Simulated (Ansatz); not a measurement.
Basis-set extrapolation for CH7AlO4Si (PBE0-D4/def2-TZVP geometry, frozen core, the Gaussian-basis code of Ansatz). Multiplicity 1, RHF reference.

```csv
,def2-TZVPP,def2-QZVPP
HF,-872.729855,-872.763907
MP2 correlation,-1.326846,-1.432819
CCSD(T) correlation,-1.407005,not run
```

Energies in hartree. Use E(X) = E(∞) + A·exp(−7.88·√X) for Hartree–Fock and E(X) = E(∞) + B·X^(−2.97) for correlation, with X = 3 and 4, and add CCSD(T) minus MP2 of the smaller set to the MP2 limit.

Question: What is the CCSD(T) energy at the basis-set limit?

Answer: HF limit: -872.763907 + (-0.034052) × 0.13774 = -872.76860. MP2 limit: -1.432819 + (-0.105973) × 0.74074 = -1.51132. Higher-order term: -1.407005 − (-1.326846) = -0.08016. Total: -874.36008 hartree, 140.1 kcal/mol below CCSD(T)/def2-TZVPP.
